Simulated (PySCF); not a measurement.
C7H9NO2.
Atom-mapped SMILES: `[CH2:1]=[CH:2][C@H:3]([CH2:4][C:5]#[N:6])[O:7][C:8]([CH3:9])=[O:10]` (hydrogens: H11, H12 on C1; H13 on C2; H14 on C3; H15, H16 on C4; H17, H18, H19 on C9)

The geometry is computed with GFN2-xTB (gas phase).

(1) List the bond lengths, angles and torsions at this level.

Results:

(1) 
```tsv
bond	length (Å)	order
C1=C2	1.318	double
C2–C3	1.500	single
C3–C4	1.544	single
C4–C5	1.439	single
C5≡N6	1.142	triple
C3–O7	1.433	single
O7–C8	1.340	single
C8–C9	1.504	single
C8=O10	1.202	double
C1–H11	1.076	single
C1–H12	1.077	single
C2–H13	1.081	single
C3–H14	1.098	single
C4–H15	1.094	single
C4–H16	1.094	single
C9–H17, C9–H18, C9–H19	1.087	single
```

Bonds in one row agree within 0.01 Å and their mean is given. Orders are formal, as drawn. A selection of angles:
```tsv
angle	degrees
C1–C2–C3	123.6
C2–C3–C4	111.1
C2–C3–O7	107.6
C4–C3–O7	109.4
C3–C4–C5	110.6
C4–C5–N6	179.7
C3–O7–C8	117.4
O7–C8–C9	110.7
O7–C8–O10	123.6
C9–C8–O10	125.7
```

Dihedral angles: C1–C2–C3–C4 -108° (anticlinal); C2–C3–C4–C5 58° (synclinal); C2–C3–O7–C8 -158° (antiperiplanar); C3–O7–C8–C9 177° (antiperiplanar).

The 5 C–C bonds span 1.318 Å (C1=C2, drawn double) to 1.544 Å (C3–C4, drawn single), a spread of 0.226 Å. Of the pairs four or more bonds apart, O10···H14 is among the closest relative to their van der Waals radii: 2.40 Å, 88 % of the sum of Bondi's values. O7 (ester single-bonded oxygen) is bent (angle 117.4°). The C–O distances run from 1.202 Å (C8=O10, drawn double) to 1.433 Å (C3–O7, drawn single), a spread of 0.231 Å.

Point group: C1 (no symmetry element, even within 0.4 Å). Whether it is a minimum is left open (no frequencies). The numbers are those of one conformer.
